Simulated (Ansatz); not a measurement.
A structure relaxed at r2SCAN-D4/def2-TZVP in Ansatz, charge 0, singlet:

```xyz
4

Ta    0.555   -1.131    0.496
Ta   -0.555    1.131   -0.497
N    -1.168   -0.476    0.223
N     1.168    0.476   -0.222
```

Q: Give its formula and point group.

A: the cluster Ta2N2. Point group D2h (tolerance 0.1 Å).

Q: Summarise the bond lengths by kind (pairs closer than 1.2 times the sum of covalent radii, bridged metal pairs left out).

A: 4 × N–Ta 1.86 Å.

In the def2 sets Ta takes a core potential; there is no spin–orbit coupling. The restricted singlet is unstable: a solution with broken spin symmetry lies lower. The relaxation made no stability test and no search for a lower SCF solution. The structure comes from a short search, and lower isomers may exist.
